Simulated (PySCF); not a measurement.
**Dipole response of Tm²⁺ (thulium, charge +2)**

[Xe] 4f13, 2F determinant. Computed with PySCF 2.14 in ANO-RCC-VTZP (8s7p5d3f2g1h, 104 functions), with the spin-free X2C one-electron Hamiltonian (Gaussian nucleus). Coupled (time-dependent) response in atomic units; α is the mean over directions. The basis has no added diffuse functions, which lowers α and C₆.

```csv
method,mean α (bohr³),"α xx, yy, zz",C₆ (like pair),S(−4)
UHF,6.183,"6.029, 6.029, 6.492",31.38,23.10
```

S(−4) is the Cauchy moment in α(ω) = α(0) + S(−4) ω² + …

Spin-orbit coupling is absent.

α(iu) at UHF:

```tsv
u (hartree)	α(iu) (bohr³)
0	6.183
0.0500	6.127
0.100	5.980
0.200	5.567
0.300	5.160
0.500	4.494
0.750	3.817
1.00	3.246
1.50	2.389
2.00	1.827
3.00	1.185
5.00	0.6322
```

A single London oscillator, α(iu) = α/(1 + u²/ω²), gives C₆ = (3/4) ω α². Matching the computed C₆ needs ω = 4 × 31.38 / (3 × 6.183²) = 1.09 hartree.

For an ion, C₆ is the dispersion term alone; charge-induced terms of lower order in 1/R come first.

The components differ because the open shell of this determinant is not spherical; for a pure term their mean is the scalar polarisability.

Spin-orbit coupling, absent here, splits the open shell strongly.
